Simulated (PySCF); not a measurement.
The second ionisation energy along group 15

All values are computed (PySCF 2.14, energy differences of UHF-based or UKS calculations, no spin-orbit coupling). Values in eV. The last column holds reference values (NIST; (s) semi-empirical, (t) theoretical, else measured). Unmarked ones compare directly (S terms, centres of terms, or small fine structure); those marked * lie between the lowest fine-structure levels and include a spin-orbit shift.

```json
{"element": "N (aug-cc-pV5Z, non-relativistic)", "configurations": "[He] 2s2 2p2 → [He] 2s2 2p1", "UHF": "29.208", "LDA": "30.063", "PBE0": "29.914", "r2SCAN": "30.135", "MP2 (valence)": "29.686", "SCS-MP2 (valence)": "29.542", "reference": "29.601 (s) *"}
{"element": "P (aug-cc-pV(5+d)Z, non-relativistic)", "configurations": "[Ne] 3s2 3p2 → [Ne] 3s2 3p1", "UHF": "19.169", "LDA": "19.825", "PBE0": "19.821", "r2SCAN": "19.946", "MP2 (valence)": "19.672", "SCS-MP2 (valence)": "19.582", "reference": "19.769 (s) *"}
{"element": "Bi (aug-cc-pV5Z-PP with ECP60MDF, ECP)", "configurations": "[Xe] 4f14 5d10 6s2 6p2 → [Xe] 4f14 5d10 6s2 6p1", "UHF": "15.307", "LDA": "15.978", "PBE0": "15.821", "r2SCAN": "15.912", "MP2 (valence)": "15.624", "SCS-MP2 (valence)": "15.565", "reference": "16.703 *"}
```

For Bi a determinant mixes LS terms or the coupling is close to jj, so these rows are model values.

"Valence" correlates the outer s and p shells and, in groups 3 to 12 and the f block, the outer d or f shell, open or full, or the next shell where the ion has no valence electron left; the wider scheme adds the next inner shell.
